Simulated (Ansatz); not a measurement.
`[OH][Ge]([Cl])([Cl])[Cl]` + H₂ → `[OH][GeH]([Cl])[Cl]` + HCl at 298.15 K and 1 bar (hydrogenolysis of a Ge–Cl bond).

Gas-phase electronic energies from Ansatz, PBE0-D4/def2-TZVP geometries. CCSD(T)/CBS is the MP2 limit (def2-TZVPP, def2-QZVPP) plus CCSD(T) − MP2 in def2-TZVPP, frozen cores. This one scheme is used for every species. For Ge outer-core shells are correlated without core-valence functions, which leaves a few kJ/mol of doubt a bond. Scalar relativity is left out up to krypton. One conformer a species, not always the lowest.

```tsv
species	CCSD(T)/CBS energy (Eh)	H − E (kJ/mol)	S (J/(mol·K))
`[OH][Ge]([Cl])([Cl])[Cl]`	-3531.37835	69.4	371.9
H₂	-1.17544	35.1	130.4
`[OH][GeH]([Cl])[Cl]`	-3072.15640	83.3	336.8
HCl	-460.38127	26.6	186.8
```

H − E and S are ideal-gas, rigid-rotor, harmonic terms from PBE0-D4/def2-TZVP, for one conformer and one mirror image of each species. The MP2-based limit puts H₂ 0.8 mEh under its directly extrapolated value; such offsets cancel only in part. 1 Eh = 2625.50 kJ/mol, R = 8.31446 J/(mol·K).

**Question.** By hand: ΔE, ΔH, ΔS and ΔG.

**Answer.** ΔE = (-3072.15640) + (-460.38127) − (-3531.37835) − (-1.17544) = 0.01612 Eh = 42.3 kJ/mol. Δ(H − E) = 83.3 + 26.6 − 69.4 − 35.1 = 5.4, so ΔH = 47.7 kJ/mol. ΔS = 336.8 + 186.8 − 371.9 − 130.4 = 21.3 J/(mol·K). ΔG = 47.7 − 298.15 × (21.3)/1000 = 41.3 kJ/mol.

**Question.** By hand: the equilibrium constant, and the temperature at which ΔG would vanish if ΔH and ΔS stayed fixed.

**Answer.** log₁₀ K = −ΔG/(RT ln 10) = -7.2. ΔG = 0 at ΔH/ΔS = 2239 K.

ΔH outweighs TΔS. A doubt of 5 kJ/mol in ΔE shifts log₁₀ K by 0.9 here. Other conformers and mirror images would add mixing entropy, several J/(mol·K) or more a flexible species. These are equilibria of isolated gas molecules and say nothing of rates. Largest T1 diagnostic: 0.010 (customary marks: 0.02 for closed shells, 0.045 for open ones).
